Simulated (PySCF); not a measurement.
PySCF job for GeH5NO3, SMILES [NH2][Ge]([OH])([OH])[OH], TDA-PBE0/def2-SVPD. The structure is a stationary point at ωB97X-D3(BJ)/def2-SVP. The structure was generated by enumeration, and PubChem lists no compound with its InChIKey, so it may never have been made. Other conformers were not sampled.

```python
import numpy as np
from pyscf import gto, scf, dft, tdscf

mol = gto.M(
    atom='''
    N     1.52256558   -0.65904694   -0.73142915
    Ge    0.00936159    0.00100650   -0.00807580
    O     0.11362044    1.58602880    0.76461371
    O    -1.10965310    0.08702205   -1.36710417
    O    -0.56829028   -1.01961122    1.31556649
    H     1.65139185   -0.42885980   -1.71294491
    H     2.38101865   -0.49333019   -0.21472935
    H    -0.13834174    1.53460187    1.69490785
    H    -1.83489930    0.70019139   -1.20135317
    H    -0.50211609   -1.95900006    1.10794110
    ''',
    basis='def2-SVPD',
    charge=0,
    spin=0,
    max_memory=1600,
    verbose=4,
)
mf = dft.RKS(mol, xc='pbe0').density_fit(auxbasis='def2-universal-jkfit')
mf.grids.level = 3
mf.conv_tol = 1e-9
mf.max_cycle = 100
mf.kernel()
mf.grids = dft.Grids(mol).set(level=1).build(with_non0tab=True)  # coarser grid for the response kernel
td = tdscf.TDA(mf)
td.singlet = True
td.nstates = 10
td.conv_tol = 1e-4
td.positive_eig_threshold = 1e-6
td.kernel(x0=td.get_init_guess(mf, 15))
td.analyze()
tt = tdscf.TDA(mf)
tt.singlet = False
tt.nstates = 4
tt.conv_tol = 1e-4
tt.positive_eig_threshold = 1e-6
tt.kernel(x0=tt.get_init_guess(mf, 9))
tt.analyze(verbose=3)
```

Log of the run:

```
PySCF version 2.14.0

[INPUT] verbose = 4
[INPUT] num. atoms = 10
[INPUT] num. electrons = 68
[INPUT] charge = 0
[INPUT] spin (= nelec alpha-beta = 2S) = 0
[INPUT] symmetry False subgroup None
[INPUT] Mole.unit = angstrom
[INPUT] Symbol           X                Y                Z      unit          X                Y                Z       unit  Magmom
[INPUT]  1 N      1.522565580000  -0.659046940000  -0.731429150000 AA    2.877231952890  -1.245418219833  -1.382200773023 Bohr   0.0
[INPUT]  2 Ge     0.009361590000   0.001006500000  -0.008075800000 AA    0.017690841190   0.001902009344  -0.015261050237 Bohr   0.0
[INPUT]  3 O      0.113620440000   1.586028800000   0.764613710000 AA    0.214711513753   2.997160057673   1.444910502988 Bohr   0.0
[INPUT]  4 O     -1.109653100000   0.087022050000  -1.367104170000 AA   -2.096940452275   0.164447841298  -2.583452465051 Bohr   0.0
[INPUT]  5 O     -0.568290280000  -1.019611220000   1.315566490000 AA   -1.073912988452  -1.926785959334   2.486060364755 Bohr   0.0
[INPUT]  6 H      1.651391850000  -0.428859800000  -1.712944910000 AA    3.120678320839  -0.810427567836  -3.236996746368 Bohr   0.0
[INPUT]  7 H      2.381018650000  -0.493330190000  -0.214729350000 AA    4.499473145982  -0.932258948080  -0.405779662406 Bohr   0.0
[INPUT]  8 H     -0.138341740000   1.534601870000   1.694907850000 AA   -0.261428000196   2.899977244545   3.202911642875 Bohr   0.0
[INPUT]  9 H     -1.834899300000   0.700191390000  -1.201353170000 AA   -3.467457143156   1.323169961879  -2.270228470178 Bohr   0.0
[INPUT] 10 H     -0.502116090000  -1.959000060000   1.107941100000 AA   -0.948861892837  -3.701973591407   2.093705241149 Bohr   0.0

nuclear repulsion = 438.674127175195
number of shells = 69
number of NR pGTOs = 259
number of NR cGTOs = 167
basis = def2-SVPD
ecp = {}


[settings echo left out]
init E= -2359.22320361162
  HOMO = -0.330564851006409  LUMO = -0.0729142612623459  gap/eV = 7.01103
cycle= 1 E= -2359.27206473468  delta_E= -0.0489  |g|=  1.2  |ddm|= 4.01
  HOMO = -0.181949411409971  LUMO = 0.00253705026912243  gap/eV = 5.02013
cycle= 2 E= -2358.91447722532  delta_E= 0.358  |g|= 1.84  |ddm|= 3.47
  HOMO = -0.286294040213536  LUMO = -0.0207905545450289  gap/eV = 7.22472
cycle= 3 E= -2359.52713471943  delta_E= -0.613  |g|= 0.105  |ddm|= 2.07
  HOMO = -0.305327229614954  LUMO = -0.0189405854684881  gap/eV = 7.79298
cycle= 4 E= -2359.52856359856  delta_E= -0.00143  |g|= 0.0656  |ddm|= 0.193
  HOMO = -0.295611666801238  LUMO = -0.0178033901735191  gap/eV = 7.55955
cycle= 5 E= -2359.52946153374  delta_E= -0.000898  |g|= 0.00631  |ddm|= 0.0878
  HOMO = -0.296050678983169  LUMO = -0.0179047998547399  gap/eV = 7.56873
cycle= 6 E= -2359.52946875277  delta_E= -7.22e-06  |g|= 0.00174  |ddm|= 0.00759
  HOMO = -0.295990040582078  LUMO = -0.0179135679547073  gap/eV = 7.56685
cycle= 7 E= -2359.5294691074  delta_E= -3.55e-07  |g|= 0.000855  |ddm|= 0.00244
  HOMO = -0.295984838764656  LUMO = -0.0179212333244676  gap/eV = 7.56650
cycle= 8 E= -2359.52946923738  delta_E= -1.3e-07  |g|= 0.000247  |ddm|= 0.00101
  HOMO = -0.295998126449486  LUMO = -0.0179235586096662  gap/eV = 7.56679
cycle= 9 E= -2359.52946924738  delta_E= -1e-08  |g|= 3.33e-05  |ddm|= 0.000263
  HOMO = -0.295994764654416  LUMO = -0.0179217982929374  gap/eV = 7.56675
cycle= 10 E= -2359.52946924757  delta_E= -1.87e-10  |g|= 8.86e-06  |ddm|= 5.17e-05
  HOMO = -0.295996260284971  LUMO = -0.0179223399559083  gap/eV = 7.56678
Extra cycle  E= -2359.52946924756  delta_E= 1.05e-11  |g|= 1e-05  |ddm|= 2.94e-05
converged SCF energy = -2359.52946924756
tot grids = 40440
Overwritten attributes  positive_eig_threshold  of <class 'pyscf.tdscf.rks.TDA'>


******** <class 'pyscf.tdscf.rks.TDA'> for <class 'pyscf.df.df_jk.DFRKS'> ********
nstates = 10 singlet
deg_eia_thresh = 1.000e-03
wfnsym = None
conv_tol = 0.0001
eigh lindep = 1e-12
eigh level_shift = 0
eigh max_cycle = 100


Excitation energies (eV)
[6.33899154 7.29364214 7.55789905 7.72032106 7.8837015  8.07761184
 8.29690957 8.54793277 8.67844945 8.84932436]

** Singlet excitation energies and oscillator strengths **
Excited State   1:      6.33899 eV    195.59 nm  f=0.0435
      34 -> 35       -0.69657
Excited State   2:      7.29364 eV    169.99 nm  f=0.0385
      33 -> 35        0.68268
Excited State   3:      7.55790 eV    164.05 nm  f=0.0767
      31 -> 35        0.22831
      32 -> 35       -0.63307
      34 -> 37        0.10079
Excited State   4:      7.72032 eV    160.59 nm  f=0.1019
      31 -> 35        0.63220
      32 -> 35        0.24454
Excited State   5:      7.88370 eV    157.27 nm  f=0.0039
      32 -> 35       -0.12335
      34 -> 36       -0.42352
      34 -> 37       -0.17246
      34 -> 38       -0.49313
Excited State   6:      8.07761 eV    153.49 nm  f=0.0041
      31 -> 35       -0.10255
      34 -> 36       -0.52048
      34 -> 37        0.27873
      34 -> 38        0.34611
Excited State   7:      8.29691 eV    149.43 nm  f=0.0387
      34 -> 36       -0.12489
      34 -> 37       -0.58782
      34 -> 38        0.31718
Excited State   8:      8.54793 eV    145.05 nm  f=0.1040
      30 -> 35       -0.67353
Excited State   9:      8.67845 eV    142.86 nm  f=0.0348
      29 -> 35        0.48261
      31 -> 36       -0.10023
      33 -> 36        0.44795
Excited State  10:      8.84932 eV    140.11 nm  f=0.0151
      28 -> 35        0.16864
      29 -> 35        0.32808
      32 -> 36       -0.19871
      32 -> 37        0.13682
      33 -> 36       -0.33536
      33 -> 37       -0.23182
      33 -> 38        0.23020
      34 -> 39       -0.20018

** Transition electric dipole moments (AU) **
state          X           Y           Z        Dip. S.      Osc.
  1        -0.1292      0.5131     -0.0023      0.2800      0.0435
  2        -0.0101     -0.3515      0.3031      0.2155      0.0385
  3        -0.5341     -0.0746     -0.3510      0.4140      0.0767
  4         0.5973      0.4171     -0.0892      0.5387      0.1019
  5         0.0340      0.1377      0.0129      0.0203      0.0039
  6         0.0806      0.0144      0.1189      0.0208      0.0041
  7         0.3734     -0.1293     -0.1851      0.1904      0.0387
  8         0.2157     -0.5624     -0.3655      0.4965      0.1040
  9        -0.0733     -0.0205      0.3973      0.1637      0.0348
 10        -0.1600     -0.1067      0.1802      0.0694      0.0151

** Transition velocity dipole moments (imaginary part, AU) **
state          X           Y           Z        Dip. S.      Osc.
  1        -0.0266      0.1084     -0.0002      0.0125      0.0356
  2         0.0008     -0.0853      0.0676      0.0118      0.0295
  3        -0.1274     -0.0160     -0.0803      0.0229      0.0551
  4         0.1544      0.1031     -0.0227      0.0350      0.0822
  5         0.0017      0.0494      0.0069      0.0025      0.0057
  6         0.0178      0.0026      0.0221      0.0008      0.0018
  7         0.0781     -0.0203     -0.0393      0.0081      0.0176
  8         0.0646     -0.1543     -0.1011      0.0382      0.0811
  9        -0.0141     -0.0154      0.1088      0.0123      0.0256
 10        -0.0460     -0.0346      0.0541      0.0062      0.0128

** Transition magnetic dipole moments (imaginary part, AU) **
state          X           Y           Z
  1        -0.1504      0.0152     -0.7259
  2         0.4480     -0.4509     -0.3693
  3         0.1830      0.5680     -0.1503
  4        -0.1904     -0.0376     -0.0887
  5        -0.1278      0.0647     -0.3731
  6        -0.0877      0.0409      0.1234
  7        -0.1099     -0.1071     -0.0348
  8        -0.3630     -0.0310     -0.2796
  9        -0.0765      0.0761      0.1226
 10        -0.4450      0.0064     -0.0224


******** <class 'pyscf.tdscf.rks.TDA'> for <class 'pyscf.df.df_jk.DFRKS'> ********
nstates = 4 triplet
deg_eia_thresh = 1.000e-03
wfnsym = None
conv_tol = 0.0001
eigh lindep = 1e-12
eigh level_shift = 0
eigh max_cycle = 100


Excitation energies (eV)
[5.97823969 6.90381102 7.08822449 7.26823561]

** Triplet excitation energies and oscillator strengths **
Excited State   1:      5.97824 eV    207.39 nm  f=0.0000
Excited State   2:      6.90381 eV    179.59 nm  f=0.0000
Excited State   3:      7.08822 eV    174.92 nm  f=0.0000
Excited State   4:      7.26824 eV    170.58 nm  f=0.0000
```

The run converged.

Cost: around 3.0 core-minutes (rough).
